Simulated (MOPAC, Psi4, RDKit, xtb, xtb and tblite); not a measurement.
Internal rotation in C3H10OSi, SMILES CC[SiH2]OC. Scanned: dihedral C1–C2–Si3–O4; all other coordinates were relaxed at GFN2-xTB. Points at φ and −φ are mirror images.

Geometry of the scan point at 105° (Å):
```
15

C      2.5157    -0.4807    -0.0568
C      1.2496     0.1211     0.5439
Si    -0.3098    -0.2231    -0.4806
O     -1.0701    -1.3670     0.3853
C     -2.2805    -1.9939     0.0921
H      2.6987    -0.0730    -1.0485
H      3.3822    -0.2614     0.5659
H      2.4247    -1.5608    -0.1444
H      1.3886     1.1988     0.6319
H      1.1205    -0.2628     1.5564
H      0.0011    -0.7084    -1.8321
H     -1.1566     0.9698    -0.6265
H     -2.4973    -2.7038     0.8912
H     -2.2224    -2.5283    -0.8591
H     -3.0905    -1.2634     0.0289
```

- GFN2-xTB (xtb and tblite)
- MMFF94 // GFN2-xTB (RDKit)
- B3LYP/def2-TZVP // GFN2-xTB (Psi4)
- B3LYP-D3(BJ)/def2-TZVP // GFN2-xTB (Psi4)
- PBE/def2-TZVP // GFN2-xTB (Psi4)
- PBE-D3(BJ)/def2-TZVP // GFN2-xTB (Psi4)
- UFF // GFN2-xTB (RDKit)
- PM7, restricted, heats of formation // GFN2-xTB (MOPAC)
- PM3, restricted, heats of formation // GFN2-xTB (MOPAC)
- GFN1-xTB // GFN2-xTB (xtb)

Least-squares fit of E(φ) = a0 + Σ (a_n cos nφ + b_n sin nφ), n = 1 to 4, to the 24 scan points, in kcal/mol above the lowest point of each profile (levels whose profile four harmonics don't fit are not listed):

```json
[
 {"method": "GFN2-xTB", "a0": "1.06", "a1": "0.55", "b1": "0.00", "a2": "-0.09", "b2": "0.00", "a3": "0.46", "b3": "0.00", "a4": "0.05", "b4": "0.00", "rms of fit": "0.01"},
 {"method": "MMFF94", "a0": "0.92", "a1": "-0.04", "b1": "0.00", "a2": "0.12", "b2": "0.00", "a3": "0.85", "b3": "0.00", "a4": "-0.02", "b4": "0.00", "rms of fit": "0.02"},
 {"method": "B3LYP/def2-TZVP", "a0": "0.97", "a1": "-0.20", "b1": "0.00", "a2": "0.12", "b2": "0.00", "a3": "0.79", "b3": "0.00", "a4": "0.06", "b4": "0.00", "rms of fit": "0.01"},
 {"method": "B3LYP-D3(BJ)/def2-TZVP", "a0": "1.03", "a1": "-0.31", "b1": "0.00", "a2": "0.10", "b2": "0.00", "a3": "0.80", "b3": "0.00", "a4": "0.06", "b4": "0.00", "rms of fit": "0.01"},
 {"method": "PBE/def2-TZVP", "a0": "0.94", "a1": "-0.20", "b1": "0.00", "a2": "0.12", "b2": "0.00", "a3": "0.76", "b3": "0.00", "a4": "0.07", "b4": "0.00", "rms of fit": "0.01"},
 {"method": "PBE-D3(BJ)/def2-TZVP", "a0": "0.98", "a1": "-0.27", "b1": "0.00", "a2": "0.10", "b2": "0.00", "a3": "0.77", "b3": "0.00", "a4": "0.07", "b4": "0.00", "rms of fit": "0.01"},
 {"method": "UFF", "a0": "1.46", "a1": "0.61", "b1": "0.00", "a2": "0.07", "b2": "0.00", "a3": "0.94", "b3": "0.00", "a4": "0.03", "b4": "0.00", "rms of fit": "0.03"},
 {"method": "PM7", "a0": "0.47", "a1": "0.18", "b1": "0.00", "a2": "0.21", "b2": "0.00", "a3": "0.45", "b3": "0.00", "a4": "0.03", "b4": "0.00", "rms of fit": "0.01"},
 {"method": "PM3", "a0": "0.85", "a1": "0.83", "b1": "0.00", "a2": "0.26", "b2": "0.00", "a3": "0.31", "b3": "0.00", "a4": "0.03", "b4": "0.00", "rms of fit": "0.00"},
 {"method": "GFN1-xTB", "a0": "0.74", "a1": "-0.21", "b1": "0.00", "a2": "0.04", "b2": "0.00", "a3": "0.60", "b3": "0.00", "a4": "0.05", "b4": "0.00", "rms of fit": "0.01"}
]
```

MMFF94 has few fitted parameters for silicon.
